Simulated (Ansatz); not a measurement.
Saddle point of GeNH$_{4}$F, singlet (GeNH₄F ([NH2][GeH2][F]) → GeNH₃ ([NH][GeH2]) + HF; bonds formed: F2–H4; bonds broken: Ge1–F2, N3–H4), PBE0-D4/def2-TZVP structure:

Ge1  (-0.594, -0.271, 0.428)
F2  (1.686, -0.502, 0.012)
N3  (-0.260, 0.591, -1.037)
H4  (1.159, 0.043, -0.677)
H5  (-0.754, -1.788, 0.375)
H6  (-0.890, 0.330, 1.817)
H7  (-0.347, 1.597, -0.918)
(Å)

Energies are electronic, without zero-point energy. Barriers and step energies count from the start structure reached by relaxing down the imaginary mode; all methods use the PBE0-D4 structures, on which another method's saddle can fall below an end. Program: Ansatz 0.2.0. Basis: def2-TZVPP, with def2-QZVPP for the basis limit. Cores are frozen in the correlated methods. Filled d shells of the heavier atoms are correlated. The def2 sets are not built for correlating such inner shells, so the correlated values are less sure here. B3LYP uses VWN-RPA correlation. Extrapolation: Hartree–Fock as exp(−7.88 √X), correlation as X^−2.97.

| method | barrier (kJ/mol) | step energy (kJ/mol) |
| --- | --- | --- |
| SPW92 | ? | 228.3 |
| PBE-D4 | ? | 220.2 |
| BLYP-D4 | 244.3 | 213.6 |
| r2SCAN-D4 | 268.5 | 245.9 |
| B97M-V | 279.4 | 253.0 |
| PBE0-D4 | 271.4 | 245.0 |
| B3LYP-D4 | 268.6 | 235.5 |
| r2SCAN0-D4 | 286.4 | 260.1 |
| BHLYP-D4 | 301.1 | 265.1 |
| CAM-B3LYP-D4 | ? | 252.0 |
| wB97X-V | 287.6 | 261.9 |
| wB97M-V | 278.1 | 253.9 |
| B2PLYP | 273.5 | 237.6 |
| PBE-QIDH | 287.1 | 256.1 |
| RPA on PBE | 270.2 | 232.2 |
| HF | 344.4 | 296.7 |
| MP2 | 275.9 | 239.4 |
| CCSD | 292.6 | 251.9 |
| CCSD(T) | 279.3 | 240.6 |

Task: Fill in the withheld barriers. (To be estimated.)

Result: By the calculation: SPW92 237.7; PBE-D4 242.3; CAM-B3LYP-D4 282.2 kJ/mol. Each is the energy of the saddle less that of the start structure, by the same method.

For comparison, the barrier by CCSD(T) at an estimated basis limit (MP2 extrapolated from triple and quadruple zeta, plus CCSD(T) − MP2 in triple zeta) is 275.8 kJ/mol.

The T1 diagnostic stays at or below 0.019. The restricted Hartree–Fock reference is unstable towards an unrestricted one at one or more of these structures.

Labels in which every atom is bracketed show which atoms are joined, not bond orders.

For scale, one of the runs: CCSD(T)/def2-TZVPP, 166 basis functions, launched by `ansatz run in.yaml --threads 2 --pin off --events-out ev --progress --plain --max-ram 4352MiB`. The run took 56 s on 2 CPU threads of an Arm Neoverse V1 (shared host), with 1.4 GiB of host memory at its peak.
